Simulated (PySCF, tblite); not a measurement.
Isomers of C4H10O2SSi, one GFN2-xTB conformer each. Single-point energies are computed at PBE0/pcSseg-1 (PySCF, gas phase, no added dispersion term), electronic only.

**Question.** Rank them by PBE0/pcSseg-1 energy, lowest first (kJ/mol).
A. `[OH:1][CH2:2][C@@H:3]1[CH2:4][S:5][C@@H:6]1[O:7][SiH3:8]` with H–O1–C2–C3 59°, O1–C2–C3–C4 46°, S5–C6–O7–Si8 65°, C2–C3–C4–S5 -134°, C3–C4–S5–C6 11°, C4–S5–C6–O7 107°, C2–C3–C6–S5 134°
B. `[CH3:1][C@@H:2]([C:3](=[O:4])[SiH3:5])[S@@:6]([CH3:7])=[O:8]` with C1–C2–C3–O4 -154°, C1–C2–S6–C7 172°

**Answer.** A (0.0), B (184.0).

As drawn, the lower has a four-membered ring, an O–H bond and an Si–O bond, which the higher lacks; the higher has a C=O bond, an Si–C bond and an S=O bond, which the lower lacks. GFN2-xTB itself gives, in the same order: 0.0, 223.2. Both levels put the same isomer lowest.

**Question.** Which frontier levels, dipoles and rotational constants go with these structures?

**Answer.** 
| SMILES | HOMO (eV, PBE0/pcSseg-1) | LUMO (eV) | dipole (D) | A, B, C (MHz) |
| --- | --- | --- | --- | --- |
| OC[C@@H]1CS[C@@H]1O[SiH3] | -6.69 | -0.24 | 1.93 | 1808, 1233, 846.2 |
| C[C@@H](C(=O)[SiH3])[S@@](C)=O | -6.66 | -1.71 | 2.75 | 1909, 1107, 1019 |

**Question.** What happens when harmonic zero-point energies from GFN2-xTB frequencies are added?

**Answer.** 
| SMILES | ZPE (kJ/mol) | electronic (kJ/mol) | with ZPE (kJ/mol) |
| --- | --- | --- | --- |
| OC[C@@H]1CS[C@@H]1O[SiH3] | 349.5 | 0.0 | 0.0 |
| C[C@@H](C(=O)[SiH3])[S@@](C)=O | 338.5 | 184.0 | 173.0 |

The zero-point energies span 11.0 kJ/mol. The order is unchanged.
